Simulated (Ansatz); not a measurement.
This geometry of CH$_{5}$AlBNO (10 atoms, charge 0, multiplicity 1) is a first-order saddle point.

These are results of RKS LDA/def2-SVP in Ansatz, not measurements.

```xyz
10
Properties=species:S:1:pos:R:3
N -1.851 -1.440 -0.146
B -0.400 -1.478 -0.058
Al 0.584 0.375 0.042
C 1.399 2.129 0.281
O 1.289 1.590 -1.020
H -2.263 -1.950 0.656
H -2.147 -2.015 -0.956
H 0.258 -2.518 0.039
H 0.777 3.029 0.486
H 2.435 2.227 0.679
```

Problem. Which two structures does it join? (They come from a converged band through this point; their orientation in space is the band's.)

Solution. No bond is made or broken. The dihedral H6–N1–B2–Al3 goes from -179 to 2°. The two ends are copies of one structure, up to a mirror image or an exchange of like atoms.

Image 0:

```xyz
10
Properties=species:S:1:pos:R:3
N -1.765 -1.673 0.308
B -0.413 -1.404 0.437
Al 0.512 0.410 -0.027
C 1.417 2.080 -0.313
O 1.362 1.118 -1.379
H -2.167 -2.578 0.573
H -2.461 -1.021 -0.064
H 0.290 -2.294 0.900
H 0.870 3.029 -0.512
H 2.439 2.281 0.080
```

Image 6:

```xyz
10
Properties=species:S:1:pos:R:3
N -1.765 -1.672 0.304
B -0.412 -1.405 0.437
Al 0.513 0.409 -0.024
C 1.417 2.079 -0.311
O 1.361 1.118 -1.377
H -2.459 -1.019 -0.069
H -2.168 -2.578 0.567
H 0.287 -2.294 0.902
H 0.869 3.029 -0.508
H 2.440 2.282 0.081
```

Problem. How far does it lie above each of them?

Solution. 1.51 eV above the first and 1.51 eV above the second. This is the barrier of this one path; another mechanism may lie lower.

Time of the run: 33 s on 2 threads of Intel(R) Xeon(R) Platinum 8488C (Sapphire Rapids), on a shared host, peak memory 0.14 GiB.
